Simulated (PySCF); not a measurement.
**TaHF + N₂ → TaN₂ + HF**

Level: PBE0 in the def2-TZVP basis family, computed in PySCF with density fitting; scalar-relativistic core potentials for atoms from Rb on, none lighter, no spin–orbit coupling; open shells unrestricted.

```
species                                                            state and structure      E (Eh)  ZPE (kJ/mol)  H(298 K) − H(0) (kJ/mol)  S° (J/(mol K))
   TaHF                         quartet, Cs, Ta–F 1.861 Å, Ta–H 1.807 Å; F–Ta–H 131.4°  -157.33758          17.2                      11.0           277.1
     N₂                                                      singlet, D∞h, N–N 1.089 Å  -109.44629          14.9                       8.7           191.4
   TaN₂  doublet, C2v, N–N 1.232 Å, Ta–N 1.964 Å (×2); N–N–Ta 71.7° (×2), N–Ta–N 36.5°  -166.29011          16.5                      10.8           275.4
     HF                                                      singlet, C∞v, H–F 0.920 Å  -100.39188          24.9                       8.7           173.6
```

What is the electronic reaction energy?

At PBE0/def2-TZVP, ΔE = 267.5 kJ/mol from the differences of the total energies times 2625.5, uphill. 

Add zero-point, thermal and entropy terms for 298.15 K and 1 bar.

ΔZPE = 9.3 and Δ[H(298) − H(0)] = -0.2 kJ/mol give ΔH° = 276.6 kJ/mol. ΔS° = -19.5 J/(mol K), so ΔG° = 276.6 − 298.15 × (-0.0195) = 282 kJ/mol.

Spin–orbit coupling can matter for TaHF, TaN₂ and is left out. Some spin contamination: TaN₂ (⟨S²⟩ 1.01). Open d or f shells are single determinants, so the state found may not be the ground state. Only the bonding shown was studied: isomers, or loss of a ligand pair, can lie lower.
